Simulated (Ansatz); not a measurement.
The pair A = dimethyl telluride (SMILES C[Te]C) (first 9 atoms), B = H2O (SMILES O); geometry from B3LYP-D3(BJ)/def2-TZVP.
(charge 0, multiplicity 1):
| atom | x (Å) | y (Å) | z (Å) |
|---|---|---|---|
| C | 0.2253 | -1.3121 | 0.0742 |
| Te | 0.1660 | 0.8419 | 0.0978 |
| C | 0.1710 | 1.0398 | -2.0547 |
| H | 1.1318 | -1.6457 | -0.4238 |
| H | 0.2286 | -1.6195 | 1.1166 |
| H | -0.6566 | -1.6948 | -0.4326 |
| H | 1.0794 | 0.6009 | -2.4590 |
| H | 0.1430 | 2.1027 | -2.2849 |
| H | -0.7080 | 0.5519 | -2.4677 |
| O | 0.1740 | -0.0530 | 3.3014 |
| H | -0.6076 | 0.5105 | 3.3034 |
| H | 0.9231 | 0.5529 | 3.3120 |

Frozen-core correlation. Filled d and f shells under p-block atoms count as core. MP2 and its Hartree–Fock in def2-TZVPPD are density fitted.

Programs: Ansatz (Gaussian basis) for Hartree–Fock, density functionals and correlated methods.  In def2 rows elements past Kr take small-core potentials, without spin–orbit coupling.

The counterpoise-corrected interaction energy is E(AB) − E(A in the pair's basis) − E(B in the pair's basis). Total energies (hartree):

```
level                        AB  A in the pair's basis  B in the pair's basis
-----------------  ------------  ---------------------  ---------------------
HF/def2-SVPD       -422.1270098           -346.1516652            -75.9742481
MP2/def2-SVPD      -422.7650526           -346.5709639            -76.1907857
HF/def2-TZVPPD     -422.3165444           -346.2522042            -76.0634210
MP2/def2-TZVPPD    -423.0861674           -346.7550442            -76.3274406
CCSD(T)/def2-SVPD  -422.8381212           -346.6313751            -76.2034508
```

Q: Work out the counterpoise-corrected interaction energy at the basis-set limit: extrapolate the MP2 correlation part as X⁻³, take Hartree–Fock from the larger set, and add the CCSD(T) − MP2 difference of def2-SVPD.

A: 
1. Differences (1 hartree = 627.509 kcal/mol): HF/def2-SVPD -0.688; MP2/def2-SVPD -2.073; HF/def2-TZVPPD -0.577; MP2/def2-TZVPPD -2.311; CCSD(T)/def2-SVPD -2.068.
2. Correlation parts, MP2 less HF: -1.385 in def2-SVPD (X = 2), -1.734 in def2-TZVPPD (X = 3).
3. Limit (3³·(-1.734) − 2³·(-1.385))/(3³ − 2³) = -1.881; with HF/def2-TZVPPD it gives -2.458.
4. CCSD(T) less MP2 in def2-SVPD: 0.005.
Result: -2.45 kcal/mol, against -2.07 at MP2/def2-SVPD. It is an estimate of this method's limit, not of the exact value.

Ansatz is an electronic-structure program.
